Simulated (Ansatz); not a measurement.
Input file for Ansatz (a first-principles code): U-PBE0/def2-TZVPP on CuF+, 2S+1 = 2, a spin state set in the input, which need not be the lowest, a point of a bond scan (R = 1.696 Å). Charge +1.

Ansatz 0.2 input:
```yaml
crystal:
  periodic: [false, false, false]
  atoms:
    - {symbol: Cu, position_ang: [0.00000000, 0.00000000, 0.00000000]}
    - {symbol: F, position_ang: [0.00000000, 0.00000000, 1.69552700]}
basis:
  gaussian:
    orbitals: def2-TZVPP
    pivot_positions_ang: [[0.00000000, 0.00000000, 0.00000000], [0.00000000, 0.00000000, 1.69552700]]
hamiltonian:
  xc: {name: PBE0}
total_charge: 1
magnetization: {spin_polarized: true, initial_magnetization: 1}
output: {forces: true, orbitals: {seedname: ./end}}
```

Output:

```
WARN ansatz: RAYON_NUM_THREADS=1 ignored (pool sized by the plan → 1); use --threads N
Functional definition: PBE0
integrals: 0.03 GiB planned
759 factors; their error is unknown
mean field: 0.38 GiB planned
mean field evaluation 1: about -47324.3027 eV, gradient 9.8e1 eV
mean field evaluation 2: about -47141.1876 eV, gradient 3.3e2 eV
mean field evaluation 4: about -47335.7980 eV, gradient 3.8e1 eV
mean field evaluation 8: about -47339.2278 eV, gradient 4.2e-1 eV
mean field evaluation 16: about -47339.2761 eV, gradient 6.7e-4 eV
mean field evaluation 32: about -47339.0014 eV, gradient 8.0e0 eV
mean field -47339.27614143 eV, -1739.6863104839 hartree, gradient 4.7e-6 eV, S^2 0.752762; 1 other end points of the search recorded, 0 dependent functions left out
the calculation of the forces begins
reference -47339.27618972 eV, -1739.6863122583 hartree; 19, 18 occupied and 76, 77 virtual orbitals, 759 factors
Total energy: -47339.27618972 eV, -1739.6863122583 hartree
Atom 0 at     0.000000     0.000000     0.000000 Å, force     0.000000    -0.000000     0.171773 eV/Å
Atom 1 at     0.000000     0.000000     1.695527 Å, force    -0.000000     0.000000    -0.171773 eV/Å
Dipole moment:    -0.000000    -0.000000    -1.025381 e Å
```

The run converged.

Cost: very roughly 4 core-seconds.
